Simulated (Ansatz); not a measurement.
Consider the redistribution: `Cl[SiH]1CO1` + `[CH3][Ga]([NH2])[SH]` → `N[Si]1(Cl)CO1` + `[CH3][GaH][SH]`.

Gas-phase electronic energies from Ansatz, PBE0-D4/def2-TZVP geometries. CCSD(T)/CBS is the MP2 limit (def2-TZVPP, def2-QZVPP) plus CCSD(T) − MP2 in def2-TZVPP, frozen cores. DFT in def2-TZVPP. B3LYP here is the variant with VWN-RPA as its local correlation; programs differ in this. For Ga outer-core shells are correlated without core-valence functions, which leaves a few kJ/mol of doubt a bond. Scalar relativity is left out up to krypton. Each species was taken in one conformer, which may not be the lowest.

**Question.** Is it downhill or uphill in electronic energy at CCSD(T)/CBS, and by how much? (An estimate is asked.)

**Answer.** Ansatz gave: Downhill: ΔE = -6.6 kcal/mol.

**Question.** What do these levels give: PBE-D4, r2SCAN-D4, B3LYP-D4, ωB97X-V, PBE0, B3LYP, HF/def2-TZVPP, MP2/def2-TZVPP, CCSD(T)/def2-TZVPP, SCS-MP2/def2-QZVPP, MP2/CBS(def2), CCSD/CBS(def2)? (Estimate.)

**Answer.** Computed: PBE-D4 -7.1, r2SCAN-D4 -8.2, B3LYP-D4 -8.1, ωB97X-V -7.8, PBE0 -7.8, B3LYP -7.6, HF/def2-TZVPP -9.1, MP2/def2-TZVPP -6.6, CCSD(T)/def2-TZVPP -6.7, SCS-MP2/def2-QZVPP -6.6, MP2/CBS(def2) -6.5, CCSD/CBS(def2) -7.0 kcal/mol.

Largest T1 diagnostic among the species: 0.013.

In def2-TZVPP, CCSD(T) changes the Hartree–Fock value by +2.4 kcal/mol (the triples alone add +0.4 kcal/mol) and MP2 by +2.5 kcal/mol. From PBE to PBE0 (25 % exact exchange), in def2-TZVPP and without D4, ΔE moves by −1.0 kcal/mol.
